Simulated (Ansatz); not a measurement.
The molecule AlCu, closed-shell singlet (the spin of the measured ground state). No spin–orbit coupling. Cu is treated without relativity.

D_e counts from the fitted minimum to each atom's lowest state at the same level, without counterpoise. The singlet is restricted.

Correlated levels freeze the inner cores; with def2 sets outer-core shells near the valence are correlated too.

Programs: Ansatz (Gaussian orbitals). 

```json
[
 {"level": "PBE/def2-TZVPP", "bond energy D_e (eV)": "2.453"},
 {"level": "r2SCAN/def2-TZVPP", "bond energy D_e (eV)": "2.297"},
 {"level": "B97M-V/def2-TZVPP", "bond energy D_e (eV)": "2.433"},
 {"level": "CAM-B3LYP/def2-TZVPP", "bond energy D_e (eV)": "1.935"},
 {"level": "wB97M-V/def2-TZVPP", "bond energy D_e (eV)": "2.166"},
 {"level": "CCSD/def2-TZVPP", "bond energy D_e (eV)": "1.749"},
 {"level": "CCSD/def2-QZVPP", "bond energy D_e (eV)": "1.842"},
 {"level": "CCSD(T)/def2-TZVPP", "bond energy D_e (eV)": "[?]"},
 {"level": "CCSD(T)/def2-QZVPP", "bond energy D_e (eV)": "2.141"}
]
```

**Question.** Complete the blanks.

**Answer.** 
- CCSD(T)/def2-TZVPP, bond energy D_e (eV): 2.025

Doubts at one or more of the structures used: a restricted determinant that unrestricted orbitals would lower (CCSD/def2-TZVPP, CCSD/def2-QZVPP, CCSD(T)/def2-TZVPP, CCSD(T)/def2-QZVPP).

Ansatz is a first-principles code.
